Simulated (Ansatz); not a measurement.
`B[S][GeH3]`, charge 0, multiplicity 1.

Q: Give a relaxed structure at PBE0-D4/def2-TZVP (the Gaussian-basis code of Ansatz). (Best estimate.)

A: Computed: 
Z-matrix (Å, degrees):
```
Ge
S 1 2.241
H 1 1.534 2 106.5
H 1 1.533 2 108.8 3 -119.6
H 1 1.533 2 108.8 3 119.5
B 2 1.769 1 101.0 3 179.8
H 6 1.193 2 116.5 1 180.0
H 6 1.195 2 121.9 1 -0.0
```
Point group Cs.
